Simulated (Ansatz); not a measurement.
Reaction (ligand exchange at a Mo–C bond): `[CH3][Mo](=[O])([F])=[S]` + H–F → `[O]=[Mo]([F])([F])=[S]` + CH₄

Calculated with Ansatz (gas phase, PBE0-D4/def2-TZVP geometries, no zero-point term in ΔE). CBS: MP2 limit from def2 TZ/QZ plus the TZ coupled-cluster correction, frozen cores. This one scheme is used for every species. DFT in def2-TZVPP. Elements past krypton have def2 core potentials. For Mo outer-core shells are correlated without core-valence functions, which leaves a few kJ/mol of doubt a bond.

`[CH3][Mo](=[O])([F])=[S]`:

```xyz
8

C     1.081   -0.136    0.177
Mo   -0.974    0.029   -0.136
O    -1.637   -0.245    1.365
F    -1.513   -1.152   -1.442
S    -1.255    2.047   -0.650
H     1.426    0.536    0.964
H     1.269   -1.173    0.478
H     1.602    0.093   -0.755
```

H–F:

Cartesian coordinates in Å:
```
F -0.091 0.431 -0.133
H 0.091 -0.431 0.133
```

`[O]=[Mo]([F])([F])=[S]`:

```xyz
5

O     0.963   -1.393   -0.133
Mo    0.068   -0.008    0.046
F     1.087    1.445   -0.411
F    -0.560    0.100    1.765
S    -1.558   -0.144   -1.268
```

CH₄:

Z-matrix (Å, degrees):
```
C
H 1 1.090
H 1 1.090 2 109.5
H 1 1.090 2 109.5 3 -120.0
H 1 1.090 2 109.5 3 120.0
```

| level | ΔE (kJ/mol) | difference from CCSD(T)/CBS |
| --- | --- | --- |
| LDA (SPW92) | -124.6 | -18.5 |
| PBE-D4 | -129.2 | -23.1 |
| B97M-V | -143.3 | -37.2 |
| BHLYP-D4 | -119.6 | -13.5 |
| ωB97M-V | -121.8 | -15.7 |
| revPBE | -136.6 | -30.5 |
| BLYP | -145.9 | -39.8 |
| CCSD(T)/def2-SVP | -128.0 | -21.9 |
| MP2/def2-TZVPP | -112.6 | -6.5 |
| HF/CBS(def2) | -122.2 | -16.1 |
| CCSD(T)/CBS | -106.1 | 0 |

Largest T1 diagnostic among the species: 0.025, so the coupled-cluster value is less sure than usual.

From PBE to PBE0 (25 % exact exchange), in def2-TZVPP and without D4, ΔE moves by +11.7 kJ/mol. The D4 term adds +7.3 kJ/mol with B3LYP and +4.1 kJ/mol with PBE0; it sums over pairs of atoms, weighted by their polarisabilities, and B3LYP, whose exchange is more repulsive, gets the larger term.

B3LYP here is the variant with VWN-RPA as its local correlation; programs differ in this.
